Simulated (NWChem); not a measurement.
# BHOIF; SMILES OB(F)I

```xyz
5

B      0.0240    -1.3204     0.0000
F     -1.1233    -1.9835     0.0000
I     -0.0135     0.8119     0.0000
O      1.2002    -1.9575     0.0000
H      1.1039    -2.9190     0.0000
```
Atoms are numbered in this order, from 1.

All runs: NWChem. Medium grid unless said otherwise, to which SCAN and Minnesota functionals are sensitive. Coordinates come from a PBE0/def2-SVP optimisation. def2 effective core potentials on I; no spin-orbit coupling. B3LYP is NWChem's, with the RPA form of VWN correlation.

Question: Among these, which level gives the lowest value of “dipole (D)”?
(A) KT2/def2-SVP
(B) N12/def2-SVP
(C) MN15/def2-SVP
(D) M06-2X/def2-SVP

Answer: B, N12/def2-SVP. Values: N12/def2-SVP 1.99; KT2/def2-SVP 2.09; MN15/def2-SVP 2.24; M06-2X/def2-SVP 2.34
